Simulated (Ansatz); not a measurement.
Born–Oppenheimer molecular dynamics of Cl3Ge2H3 (8 atoms, charge 0, multiplicity 1). It starts from a relaxed structure.

Theory: RKS PBE0-D4/def2-SVP in Ansatz.

| Quantity | Value |
| --- | --- |
| ensemble | NVE (velocity Verlet) |
| time step | 0.5 fs |
| steps asked | 150 |
| starting velocities drawn for | 2000 K |
| seed | 144631 |

First frame:

```xyz
8
Properties=species:S:1:pos:R:3
Ge -0.015 0.026 -0.010
Cl -0.344 -0.280 2.095
Cl 2.113 0.159 -0.307
Ge -1.155 2.002 -0.817
H -2.655 1.802 -0.566
H -0.611 3.201 -0.030
H -0.850 2.130 -2.315
Cl -0.687 -1.750 -1.022
```

Problem. How far do the bonds stretch over the last three quarters of this one trajectory? (Pairs bonded in most of those frames.)

Solution. 
```json
{"bond": "Ge1–Cl2", "mean (Å)": "2.150", "spread (Å)": "0.044", "shortest": "2.10", "longest": "2.23"}
{"bond": "Ge1–Cl3", "mean (Å)": "2.141", "spread (Å)": "0.019", "shortest": "2.12", "longest": "2.18"}
{"bond": "Ge1–Ge4", "mean (Å)": "2.419", "spread (Å)": "0.117", "shortest": "2.27", "longest": "2.62"}
{"bond": "Ge1–Cl8", "mean (Å)": "2.148", "spread (Å)": "0.013", "shortest": "2.14", "longest": "2.18"}
{"bond": "Ge4–H5", "mean (Å)": "1.544", "spread (Å)": "0.042", "shortest": "1.48", "longest": "1.62"}
{"bond": "Ge4–H6", "mean (Å)": "1.560", "spread (Å)": "0.066", "shortest": "1.46", "longest": "1.67"}
{"bond": "Ge4–H7", "mean (Å)": "1.558", "spread (Å)": "0.052", "shortest": "1.46", "longest": "1.64"}
```

Mean temperature of the second half: 970 K. The conserved energy stayed within 0.24 meV per atom of its start (net change 0.17 meV per atom), so the integration is sound. The temperature averaged 0.48 of the 2000 K drawn at the start: a run that starts near a minimum puts about half its kinetic energy into the potential. A run of 0.075 ps of so small a system gives no equilibrium averages.

Time of the run: 4.1 min on 4 threads of Intel(R) Xeon(R) 6975P-C (Granite Rapids) (shared host), peak memory 0.44 GiB.
